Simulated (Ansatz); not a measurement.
Reaction (homolysis of the O–Si bond): `C[Se][SiH](O)F` → `[OH]`• + `C[Se][SiH]F`•

Program: Ansatz. Geometries: PBE0-D4/def2-TZVP. ΔE: electronic, gas phase. CBS: MP2 limit from def2 TZ/QZ plus the TZ coupled-cluster correction, frozen cores. This one scheme is used for every species. Open shells (•) are unrestricted, without spin–orbit coupling. For Se outer-core shells are correlated without core-valence functions, which leaves a few kJ/mol of doubt a bond. Scalar relativity is left out up to krypton. Each species was taken in one conformer, which may not be the lowest.

| species | CCSD/CBS(def2) energy (Eh) |
| --- | --- |
| `C[Se][SiH](O)F` | -2905.92397 |
| `[OH]`• | -75.67266 |
| `C[Se][SiH]F`• | -2830.03837 |

Question: Work out ΔE.

Answer: ΔE = (-75.67266) + (-2830.03837) − (-2905.92397) = 0.21294 Eh = +5.79 eV. CCSD(T)/CBS gives +5.89 eV.

Largest T1 diagnostic among the species: 0.013.

The D4 term adds +0.09 eV with B3LYP and +0.05 eV with PBE0; it sums over pairs of atoms, weighted by their polarisabilities, and B3LYP, whose exchange is more repulsive, gets the larger term. In def2-TZVPP, CCSD(T) changes the Hartree–Fock value by +1.34 eV (the triples alone add +0.09 eV) and MP2 by +1.68 eV; breaking electron pairs costs correlation energy, which Hartree–Fock lacks.

B3LYP here is the variant with VWN-RPA as its local correlation; programs differ in this.
